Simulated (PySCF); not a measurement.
# Orbital picture of ICl

BP86 at R = 2.320 Å; I def2-TZVPP with ECP28, Cl def2-TZVPP; scalar-relativistic core potentials (PySCF 2.14). State: ¹Σ⁺ (singlet), closed shell. Only the outer orbitals are listed, counted within each symmetry, core potentials removing the inner ones.

```csv
orbital,occ.,ε (eV),on I (%),main shells (%)
7σ,2,-21.44,21,"76 Cl s, 18 I s"
8σ,2,-17.59,77,"76 I s, 20 Cl s"
9σ,2,-10.75,41,"56 Cl p, 36 I p"
4π,2,-8.97,29,"71 Cl p, 27 I p"
4π,2,-8.97,29,"71 Cl p, 27 I p"
5π,2,-6.71,73,"72 I p, 27 Cl p"
5π,2,-6.71,73,"72 I p, 27 Cl p"
10σ,0,-4.47,66,"60 I p, 33 Cl p"
11σ,0,3.02,89,"82 I p, 12 Cl d"
6π,0,3.57,90,"47 I p, 44 I d, 9 Cl d"
```

Question: Which are the highest filled and the lowest empty level, where do they sit, and how wide is the gap?

Answer: Highest filled 5π at -6.71 eV (in %: 72 I p, 27 Cl p); lowest empty 10σ at -4.47 eV (in %: 60 I p, 33 Cl p); the gap at BP86 is 2.24 eV.

```json
{
 "bond order (Mayer)": "1.11",
 "⟨S²⟩": "0.000",
 "charge on I (Mulliken, basis-dependent)": "0.17",
 "charge on I (Löwdin, basis-dependent)": "0.05",
 "dipole moment (positive dipole means I(−)Cl(+))": "-1.07 D"
}
```

Spin–orbit coupling is left out.
